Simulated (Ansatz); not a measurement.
`BO[SiH2]Br`. The species carries charge 0 and has multiplicity 1.

Cartesian coordinates in Å:
```
B 0.3168 0.6249 1.4276
O -0.4234 0.5844 0.2958
Si -0.4004 -0.4766 -0.9634
Br 0.8431 0.3496 -2.5909
H 1.1316 -0.2336 1.6410
H 0.1229 1.5260 2.1907
H 0.1919 -1.7645 -0.5413
H -1.7826 -0.6102 -1.4595
```

**Question.** List the harmonic frequencies (cm⁻¹, unscaled) at PBE0-D4/def2-TZVP in Ansatz. (An estimate is asked.)

**Answer.** Ansatz gave: 45, 178, 198, 291, 445, 606, 730, 776, 882, 950, 1023, 1059, 1225, 1373, 2259, 2287, 2548, 2652.

**Question.** Is this a minimum?

**Answer.** Yes, all 18 modes are real.

**Question.** Give the ideal-gas thermochemistry at 298.15 K and 1 bar (rigid rotor, harmonic oscillator; point group C1, symmetry number 1).

**Answer.** Zero-point energy 116.8 kJ/mol; H(298) − E = 135.2 kJ/mol; entropy 338.7 J/(mol·K), of which translation 170.4, rotation 112.9, vibration 55.4; G(298) − E = 34.2 kJ/mol. Modes under 100 cm⁻¹ are hindered rotations or soft bends, so the harmonic entropy is rough.
